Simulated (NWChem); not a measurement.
Molecule: InH$_{2}$O$_{2}$Cl; SMILES [OH][In]([OH])[Cl]

```xyz
6

In    -0.0066     0.2589     0.0000
Cl    -0.0313    -2.0747     0.0000
O     -1.7295     1.2363     0.0000
H     -1.5818     2.1904     0.0000
O      1.7246     1.2346     0.0000
H      2.4743     0.6269     0.0000
```
Atoms are numbered in this order, from 1.

Program: NWChem. Coordinates come from a PBE0/def2-SVP optimisation. def2 effective core potentials on In; no spin-orbit coupling. B3LYP is NWChem's, with the RPA form of VWN correlation. Vertical excitations in the gas phase; the lowest state need not have the same character in each row.

```
level                           lowest excitation, singlet (eV)  oscillator strength of that lowest state  lowest state with f > 0.02, singlet (eV)  oscillator strength of that bright state  orbital gap (eV)
------------------------------  -------------------------------  ----------------------------------------  ----------------------------------------  ----------------------------------------  ----------------
PBE/def2-SVP, full TDDFT                                   3.99                                     0.000                                      4.93                                     0.038              3.84
B3LYP/def2-SVP, full TDDFT                                    …                                     0.000                                         …                                         …                 …
Hartree-Fock/def2-SVP, TDHF                                6.85                                     0.000                                      7.16                                     0.098             13.53
LRC-wPBEh/def2-SVP, full TDDFT                             5.05                                     0.000                                      5.64                                     0.046             10.08
```

Q: Fill in the missing entries.

A: 
- B3LYP/def2-SVP, full TDDFT, lowest excitation, singlet (eV): 4.54
- B3LYP/def2-SVP, full TDDFT, lowest state with f > 0.02, singlet (eV): 5.00
- B3LYP/def2-SVP, full TDDFT, oscillator strength of that bright state: 0.030
- B3LYP/def2-SVP, full TDDFT, orbital gap (eV): 5.85
